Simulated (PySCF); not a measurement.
# Electron correlation in Xe (xenon, neutral)

[Xe], closed-shell 1S. Computed with PySCF 2.14 in def2-SVP with the def2 core potential (28 electrons) (6s5p3d2f, 50 functions), with a scalar-relativistic core potential. Frozen: 4s2 4p6 4d10; 8 electrons correlated.

MP2 pair energies summed by pair of shells (mhartree):

```
 pair   energy  share (%)
5p-5p  -105.31       72.6
5s-5p   -33.43       23.1
5s-5s    -6.22        4.3
```

Total MP2 correlation energy: -144.96 mhartree.

Same-spin part -35.90 and opposite-spin part -109.06 mhartree; SCS-MP2 scales them by 1/3 and 6/5 to -142.84 mhartree.

```
  level  correlation energy (mhartree)
   CCSD                        -160.06
    (T)                          -4.91
CCSD(T)                        -164.97
```

Diagnostics: T1 = 0.0031, D1 = 0.0076, largest double amplitude 0.044.

Cost of the coupled-cluster step: 0.38 s of wall time on 1 thread of Neoverse-V1 (shared host), for 8 correlated electrons.
